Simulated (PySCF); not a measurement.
PySCF job for C3H3F4, SMILES F[CH]CC(F)(F)F, multiplicity 2, TDA-PBE/def2-SVPD. Coordinates come from a B3LYP-D3(BJ)/def2-SVP optimisation. The isomer is the one that the SMILES or the coordinates give; other isomers of the formula were not compared. Other conformers were not sampled.

```python
import numpy as np
from pyscf import gto, scf, dft, tdscf

mol = gto.M(
    atom='''
    F     2.14100333   -0.68484112   -0.82851610
    C     1.76189924   -0.03864345    0.27891110
    C     0.45034608   -0.42879165    0.85243803
    C    -0.75801145    0.14054194    0.11483327
    F    -0.79472230   -0.26609457   -1.16196502
    F    -1.90340527   -0.24512619    0.70086971
    F    -0.73603099    1.48525925    0.11197851
    H     2.18786290    0.96448829    0.37759948
    H     0.34427127   -1.52576192    0.84957906
    H     0.38085995   -0.08014396    1.89442304
    ''',
    basis='def2-SVPD',
    charge=0,
    spin=1,
    max_memory=1600,
    verbose=4,
)
mf = dft.UKS(mol, xc='pbe').density_fit(auxbasis='def2-universal-jkfit')
mf.grids.level = 3
mf.conv_tol = 1e-9
mf.max_cycle = 100
mf.kernel()
fine, coarse = mf.grids, dft.Grids(mol).set(level=1).build(with_non0tab=True)
for _ in range(3):  # follow internal instabilities
    mf.grids = coarse
    mo, _, stable, _ = mf.stability(return_status=True, nroots=4)
    mf.grids = fine
    if stable:
        break
    mf.kernel(mf.make_rdm1(mo, mf.mo_occ))
mf.grids = dft.Grids(mol).set(level=1).build(with_non0tab=True)  # coarser grid for the response kernel
td = tdscf.TDA(mf)
td.nstates = 10
td.conv_tol = 1e-4
td.positive_eig_threshold = 1e-6
td.kernel(x0=td.get_init_guess(mf, 15))
td.analyze()
```

Program output:

```
PySCF version 2.14.0

[INPUT] verbose = 4
[INPUT] num. atoms = 10
[INPUT] num. electrons = 57
[INPUT] charge = 0
[INPUT] spin (= nelec alpha-beta = 2S) = 1
[INPUT] symmetry False subgroup None
[INPUT] Mole.unit = angstrom
[INPUT] Symbol           X                Y                Z      unit          X                Y                Z       unit  Magmom
[INPUT]  1 F      2.141003330000  -0.684841120000  -0.828516100000 AA    4.045909925482  -1.294162155640  -1.565668518793 Bohr   0.0
[INPUT]  2 C      1.761899240000  -0.038643450000   0.278911100000 AA    3.329507022679  -0.073025537008   0.527065592101 Bohr   0.0
[INPUT]  3 C      0.450346080000  -0.428791650000   0.852438030000 AA    0.851030752471  -0.810298783000   1.610874414864 Bohr   0.0
[INPUT]  4 C     -0.758011450000   0.140541940000   0.114833270000 AA   -1.432434039784   0.265585775615   0.217003430288 Bohr   0.0
[INPUT]  5 F     -0.794722300000  -0.266094570000  -1.161965020000 AA   -1.501807492084  -0.502845860534  -2.195795654125 Bohr   0.0
[INPUT]  6 F     -1.903405270000  -0.245126190000   0.700869710000 AA   -3.596914664354  -0.463221365058   1.324451800903 Bohr   0.0
[INPUT]  7 F     -0.736030990000   1.485259250000   0.111978510000 AA   -1.390896990292   2.806733206477   0.211608715737 Bohr   0.0
[INPUT]  8 H      2.187862900000   0.964488290000   0.377599480000 AA    4.134461679097   1.822618718450   0.713559601978 Bohr   0.0
[INPUT]  9 H      0.344271270000  -1.525761920000   0.849579060000 AA    0.650578412856  -2.883272160091   1.605471744565 Bohr   0.0
[INPUT] 10 H      0.380859950000  -0.080143960000   1.894423040000 AA    0.719720997316  -0.151450134938   3.579940709666 Bohr   0.0

nuclear repulsion = 335.038007202594
number of shells = 72
number of NR pGTOs = 252
number of NR cGTOs = 176
basis = def2-SVPD
ecp = {}


[settings echo left out]
init E= -515.329747964688
  alpha nocc = 29  HOMO = -0.170067565297164  LUMO = -0.00849818865484631
  beta  nocc = 28  HOMO = -0.379802150074566  LUMO = -0.170067565297165

WARN: HOMO -0.170067565297164 >= LUMO -0.170067565297165

cycle= 1 E= -514.445007297194  delta_E= 0.885  |g|= 0.606  |ddm|= 2.76
  alpha nocc = 29  HOMO = -0.175857123385211  LUMO = 0.00198806327502821
  beta  nocc = 28  HOMO = -0.27398258987854  LUMO = -0.114309352875597
  HOMO = -0.175857123385  LUMO = -0.114309352876  gap/eV = 1.67480
cycle= 2 E= -514.115736533879  delta_E= 0.329  |g|= 1.19  |ddm|= 1.37
  alpha nocc = 29  HOMO = -0.180267706262287  LUMO = 0.00393395755450188
  beta  nocc = 28  HOMO = -0.32668592562215  LUMO = -0.111062329742585
  HOMO = -0.180267706262  LUMO = -0.111062329743  gap/eV = 1.88317
cycle= 3 E= -514.568406088329  delta_E= -0.453  |g|= 0.0995  |ddm|= 0.895
  alpha nocc = 29  HOMO = -0.188272798846215  LUMO = -0.000220156295601459
  beta  nocc = 28  HOMO = -0.328694001380073  LUMO = -0.11632591816871
  HOMO = -0.188272798846  LUMO = -0.116325918169  gap/eV = 1.95777
cycle= 4 E= -514.571720355925  delta_E= -0.00331  |g|= 0.052  |ddm|= 0.153
  alpha nocc = 29  HOMO = -0.188719189670843  LUMO = 0.000475171565974541
  beta  nocc = 28  HOMO = -0.331882817626732  LUMO = -0.114123218150386
  HOMO = -0.188719189671  LUMO = -0.11412321815  gap/eV = 2.02986
cycle= 5 E= -514.572686061768  delta_E= -0.000966  |g|= 0.0165  |ddm|= 0.0493
  alpha nocc = 29  HOMO = -0.188328707586101  LUMO = 0.000791473205225657
  beta  nocc = 28  HOMO = -0.329952358716391  LUMO = -0.112999471286312
  HOMO = -0.188328707586  LUMO = -0.112999471286  gap/eV = 2.04981
cycle= 6 E= -514.572775837461  delta_E= -8.98e-05  |g|= 0.0041  |ddm|= 0.0162
  alpha nocc = 29  HOMO = -0.188379178221202  LUMO = 0.000740275500641374
  beta  nocc = 28  HOMO = -0.330187979878416  LUMO = -0.11252492322877
  HOMO = -0.188379178221  LUMO = -0.112524923229  gap/eV = 2.06410
cycle= 7 E= -514.572783126907  delta_E= -7.29e-06  |g|= 0.00074  |ddm|= 0.00536
  alpha nocc = 29  HOMO = -0.18852380086817  LUMO = 0.000712719310687504
  beta  nocc = 28  HOMO = -0.330210469679421  LUMO = -0.112474919863249
  HOMO = -0.188523800868  LUMO = -0.112474919863  gap/eV = 2.06940
cycle= 8 E= -514.572783371859  delta_E= -2.45e-07  |g|= 0.000493  |ddm|= 0.00191
  alpha nocc = 29  HOMO = -0.188511742763456  LUMO = 0.000723515499185368
  beta  nocc = 28  HOMO = -0.330185660026695  LUMO = -0.112424098514358
  HOMO = -0.188511742763  LUMO = -0.112424098514  gap/eV = 2.07045
cycle= 9 E= -514.572783460944  delta_E= -8.91e-08  |g|= 0.000196  |ddm|= 0.000646
  alpha nocc = 29  HOMO = -0.188506359170524  LUMO = 0.000725051077779426
  beta  nocc = 28  HOMO = -0.330183698145225  LUMO = -0.112415950059659
  HOMO = -0.188506359171  LUMO = -0.11241595006  gap/eV = 2.07053
cycle= 10 E= -514.572783473103  delta_E= -1.22e-08  |g|= 5.95e-05  |ddm|= 0.000192
  alpha nocc = 29  HOMO = -0.18850790265846  LUMO = 0.000724477533679657
  beta  nocc = 28  HOMO = -0.330187055342921  LUMO = -0.112418758901661
  HOMO = -0.188507902658  LUMO = -0.112418758902  gap/eV = 2.07049
cycle= 11 E= -514.572783474168  delta_E= -1.07e-09  |g|= 2.86e-05  |ddm|= 9.05e-05
  alpha nocc = 29  HOMO = -0.18850916236824  LUMO = 0.00072444319402365
  beta  nocc = 28  HOMO = -0.330187856562453  LUMO = -0.112419428603079
  HOMO = -0.188509162368  LUMO = -0.112419428603  gap/eV = 2.07051
cycle= 12 E= -514.572783474522  delta_E= -3.54e-10  |g|= 5.83e-06  |ddm|= 4.55e-05
  alpha nocc = 29  HOMO = -0.188507699557025  LUMO = 0.000724703613800504
  beta  nocc = 28  HOMO = -0.330186656985639  LUMO = -0.112418696627097
  HOMO = -0.188507699557  LUMO = -0.112418696627  gap/eV = 2.07049
Extra cycle  E= -514.572783474508  delta_E= 1.46e-11  |g|= 9.22e-06  |ddm|= 1.82e-05
converged SCF energy = -514.572783474508  <S^2> = 0.75285329  2S+1 = 2.0028513
tot grids = 44160
uhf_internal: lowest eigs of H = [1.32062678 1.3282362  1.33100586 1.33766045]
<class 'pyscf.df.df_jk.DFUKS'> wavefunction is stable in the internal stability analysis
tot grids = 44160
Overwritten attributes  positive_eig_threshold  of <class 'pyscf.tdscf.uks.TDA'>


******** <class 'pyscf.tdscf.uks.TDA'> for <class 'pyscf.df.df_jk.DFUKS'> ********
nstates = 10
deg_eia_thresh = 1.000e-03
wfnsym = None
conv_tol = 0.0001
eigh lindep = 1e-12
eigh level_shift = 0
eigh max_cycle = 100


Excitation energies (eV)
[5.03949762 5.71049673 5.85262047 6.17085262 6.18040468 6.3242666
 6.59329225 6.77596642 6.86838989 6.93418235]

** Excitation energies and oscillator strengths **
Excited State   1:      5.03950 eV    246.02 nm  f=0.0087
      29a ->   30a      0.99813
Excited State   2:      5.71050 eV    217.12 nm  f=0.0078
      29a ->   31a      0.99482
Excited State   3:      5.85262 eV    211.84 nm  f=0.0021
      28b ->   29b      0.98817
Excited State   4:      6.17085 eV    200.92 nm  f=0.0027
      29a ->   32a     -0.76032
      29a ->   33a     -0.64022
Excited State   5:      6.18040 eV    200.61 nm  f=0.0078
      29a ->   32a      0.62820
      29a ->   33a     -0.76164
      28b ->   29b     -0.10311
Excited State   6:      6.32427 eV    196.05 nm  f=0.0014
      29a ->   32a      0.10232
      29a ->   34a     -0.98943
Excited State   7:      6.59329 eV    188.05 nm  f=0.0305
      29a ->   36a      0.11112
      27b ->   29b      0.97172
Excited State   8:      6.77597 eV    182.98 nm  f=0.0003
      26b ->   29b     -0.99828
Excited State   9:      6.86839 eV    180.51 nm  f=0.0008
      29a ->   35a      0.96857
      25b ->   29b      0.23047
Excited State  10:      6.93418 eV    178.80 nm  f=0.0001
      29a ->   35a     -0.22518
      25b ->   29b      0.96712

** Transition electric dipole moments (AU) **
state          X           Y           Z        Dip. S.      Osc.
  1         0.2494     -0.0879      0.0242      0.0705      0.0087
  2         0.0282     -0.2120      0.1010      0.0559      0.0078
  3         0.1200     -0.0088      0.0089      0.0146      0.0021
  4         0.1020      0.0586      0.0659      0.0182      0.0027
  5         0.2101      0.0676      0.0522      0.0514      0.0078
  6        -0.0001     -0.0187     -0.0935      0.0091      0.0014
  7         0.4337     -0.0205     -0.0103      0.1887      0.0305
  8        -0.0291      0.0264      0.0098      0.0016      0.0003
  9        -0.0310     -0.0512      0.0340      0.0047      0.0008
 10         0.0204     -0.0112     -0.0082      0.0006      0.0001

** Transition velocity dipole moments (imaginary part, AU) **
state          X           Y           Z        Dip. S.      Osc.
  1         0.0313     -0.0061      0.0049      0.0010      0.0037
  2         0.0217     -0.0345      0.0322      0.0027      0.0086
  3         0.0124      0.0040     -0.0049      0.0002      0.0006
  4         0.0427     -0.0213      0.0401      0.0039      0.0114
  5         0.0272      0.0249     -0.0002      0.0014      0.0040
  6        -0.0109      0.0161     -0.0233      0.0009      0.0026
  7         0.0490     -0.0104      0.0106      0.0026      0.0072
  8        -0.0037     -0.0010      0.0017      0.0000      0.0000
  9        -0.0089      0.0029     -0.0128      0.0003      0.0007
 10         0.0047     -0.0000      0.0072      0.0001      0.0002

** Transition magnetic dipole moments (imaginary part, AU) **
state          X           Y           Z
  1        -0.1948      0.0489      0.2722
  2        -0.2236     -0.0384      0.1240
  3         0.2177     -0.4547     -0.6129
  4         0.2570      0.4293     -0.0278
  5        -0.2165     -0.1593      0.0550
  6        -0.0016     -0.0290     -0.2567
  7        -0.0333     -0.1613     -0.0807
  8        -0.0148      0.0430     -0.0671
  9        -0.0941     -0.1229      0.0836
 10         0.0647      0.0115      0.0728
```

Self-consistency was reached.

Cost: around 9 core-minutes (rough).
